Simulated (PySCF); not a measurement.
Species: SiBr4.
Z-matrix (Å and degrees, PBE0-D3(BJ)/def2-SVP geometry), rows numbered from 1:
```
Br
Si  1  2.2023
Br  2  2.2022  1  109.30
Br  2  2.2017  1  109.20  3  -120.09
Br  2  2.2028  1  109.68  3   119.98
```

Jobs on this species (5 atoms, 154 electrons) with PySCF (density fitting). Hardware of each: Arm Neoverse V1, one thread, no GPU, on a shared host. The host was shared with other jobs, so the times are rough. Peak memory is the resident size of the whole Python process, interpreter and libraries included.

Question: Rank these jobs by wall time, shortest first.
A. PBE0-D3(BJ)/def2-SVP, grid level 1; geometry optimisation from a GFN2-xTB start shaken at random; 146 basis functions
B. delta-SCF UKS TPSS, pcX-2 on the ionised atom, pcseg-1 elsewhere, spin-free X2C; ΔSCF core ionisation, 2 holes; 168 basis functions
C. delta-SCF UKS HF, pcX-2 on the ionised atom, pcseg-1 elsewhere, spin-free X2C; ΔSCF core ionisation, 2 holes; 168 basis functions

Answer: B (8.5 s), C (25 s), A (1.7 min).

All jobs:

```csv
level and settings,work,basis functions,SCF cycles,wall time,peak memory
"delta-SCF UKS SCAN, pcX-1 on the ionised atom, pcseg-1 elsewhere, spin-free X2C","ΔSCF core ionisation, 2 holes",148,26,6.5 s,0.42 GiB
"delta-SCF UKS SCAN, def2-TZVP on the ionised atom, pcseg-1 elsewhere, spin-free X2C","ΔSCF core ionisation, 2 holes",145,25,7.0 s,0.42 GiB
"delta-SCF UKS SCAN, unc-def2-TZVP on the ionised atom, pcseg-1 elsewhere, spin-free X2C","ΔSCF core ionisation, 2 holes",171,26,8.4 s,0.43 GiB
"delta-SCF UKS TPSS, pcX-2 on the ionised atom, pcseg-1 elsewhere, spin-free X2C","ΔSCF core ionisation, 2 holes",168,25,8.5 s,0.38 GiB
"delta-SCF UKS SCAN, cc-pCVTZ on the ionised atom, pcseg-1 elsewhere, spin-free X2C","ΔSCF core ionisation, 2 holes",167,26,8.7 s,0.42 GiB
"delta-SCF UKS HF, pcX-2 on the ionised atom, pcseg-1 elsewhere, spin-free X2C","ΔSCF core ionisation, 2 holes",168,24,25 s,0.50 GiB
"delta-SCF UKS B3LYP, pcX-2 on the ionised atom, pcseg-1 elsewhere, spin-free X2C","ΔSCF core ionisation, 2 holes",168,22,25 s,0.54 GiB
"delta-SCF UKS PBE0, pcX-2 on the ionised atom, pcseg-1 elsewhere, spin-free X2C","ΔSCF core ionisation, 2 holes",168,22,26 s,0.54 GiB
"PBE0-D3(BJ)/def2-SVP, grid level 1",geometry optimisation from a GFN2-xTB start shaken at random,146,41,1.7 min,0.78 GiB
```

What do all jobs in the table cost together?

About 3.6 min; the longest takes about 47 % of that, and about 16 times as long as the shortest.
